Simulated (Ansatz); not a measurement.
Total energies of C₁₁H₁₄HfO, SMILES `C[O][HfH]12345678([C@H]9[C@@H]1[C@@H]2[C@@H]3[C@H]94)[C@H]1[C@@H]5[C@@H]6[C@@H]7[C@H]18`.

```xyz
27

C    -2.1958    1.3406   -1.9423
O    -1.6099    0.6554   -0.8964
Hf   -0.1525    0.1299    0.2688
C     2.0346   -0.0234   -0.9349
C     2.3485    0.4262    0.3701
C     1.8087    1.7169    0.5284
C     1.1724    2.0735   -0.6824
C     1.3229    1.0072   -1.5867
C     0.4154   -1.7644    1.8896
C    -0.8646   -1.2945    2.2522
C    -1.7508   -1.5865    1.1930
C    -1.0190   -2.2270    0.1736
C     0.3233   -2.3339    0.6023
H    -2.6253    0.6454   -2.6749
H    -1.4733    1.9815   -2.4681
H    -3.0058    1.9821   -1.5758
H    -0.5013    1.2483    1.6932
H     2.3279   -0.9656   -1.3731
H     2.9036   -0.1256    1.1136
H     1.8666    2.3271    1.4154
H     0.6345    2.9920   -0.8658
H     0.9307    0.9660   -2.5925
H     1.3095   -1.6897    2.4903
H    -1.1215   -0.8033    3.1769
H    -2.7962   -1.3207    1.1494
H    -1.4119   -2.5618   -0.7754
H     1.1293   -2.7955    0.0516
```

Total charge 0; spin multiplicity 1. Correlated methods include outer-core shells of Hf, which these sets cover unevenly. Hf takes the def2 core potential. Geometry: relaxed with PBE0-D4/def2-TZVP. It is one conformer, not always the lowest. Basis def2-TZVPP, Ansatz.

RPA on PBE orbitals: Hartree–Fock energy of these orbitals -547.17517 Eh, correlation -3.74328 Eh (frozen core).

```
             functional  energy without D4 (Eh)  D4 term (kJ/mol)
            LDA (SPW92)              -546.53715                 –
                    PBE              -550.49809             -80.4
                 revPBE              -551.02065            -225.0
                   BLYP              -550.86347            -168.5
                 r2SCAN              -550.87142             -23.3
                 B97M-V              -551.15762                 –
                   PBE0              -550.52379             -69.7
                  B3LYP              -551.14359            -126.6
                r2SCANh              -550.83190             -24.7
                r2SCAN0              -550.77553             -27.0
HSE06 (plane-wave form)              -550.49372             -65.5
                  BHLYP              -550.70783             -99.7
              CAM-B3LYP              -550.80495             -71.5
                LC-ωPBE              -550.80766                 –
                ωB97X-V              -550.97274                 –
                ωB97M-V              -550.85467                 –
                 B2PLYP              -550.59333                 –
               PBE-QIDH              -550.38568                 –
```

B3LYP takes the VWN-RPA correlation (the form of Gaussian; ORCA's B3LYP/G). HSE06 is the plane-wave form, built on full-range PBE exchange. The double hybrids freeze the cores in their second-order part.

LC-ωPBE has ω = 0.4 bohr⁻¹.
